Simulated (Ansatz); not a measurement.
C2H7NSi, SMILES `C/C=N\[SiH3]`, relaxed with RKS PBE0-D4/def2-TZVP in Ansatz 0.2.0 from a PBE-D4/def2-SVP geometry. The force threshold is 0.005 eV/Å; the program also tests the step.

Charge 0, multiplicity 1.

Start:

```xyz
11

C    -1.374    0.599   -0.403
C    -0.235    1.080    0.459
N     0.870    0.500    0.727
Si    1.420   -1.082    0.161
H    -2.298    0.512    0.210
H    -1.600    1.349   -1.191
H    -1.171   -0.379   -0.882
H    -0.416    2.088    0.915
H     1.516   -1.142   -1.346
H     0.502   -2.189    0.623
H     2.785   -1.336    0.726
```

**Question.** How much energy does the relaxation release, and in how many steps? (Best estimate.)

**Answer.** Ansatz gave: 8.56 kJ/mol, in 29 steps, 2 of them rejected.

**Question.** Which bonds change most? (Best estimate.)

**Answer.** Ansatz gave: N3–Si4 from 1.768 to 1.729 Å; Si4–H10 from 1.510 to 1.484 Å; C2–H8 from 1.121 to 1.101 Å; C1–H7 from 1.108 to 1.090 Å.

**Question.** Give the relaxed structure. (An estimate is asked.)

**Answer.** Computed: 
```xyz
11

C    -1.258    0.773   -0.592
C    -0.369    0.929    0.600
N     0.612    0.222    0.946
Si    1.348   -1.179    0.249
H    -2.295    0.657   -0.263
H    -1.226    1.685   -1.196
H    -0.979   -0.079   -1.211
H    -0.631    1.786    1.241
H     0.746   -1.702   -1.016
H     1.284   -2.257    1.267
H     2.766   -0.835   -0.025
```
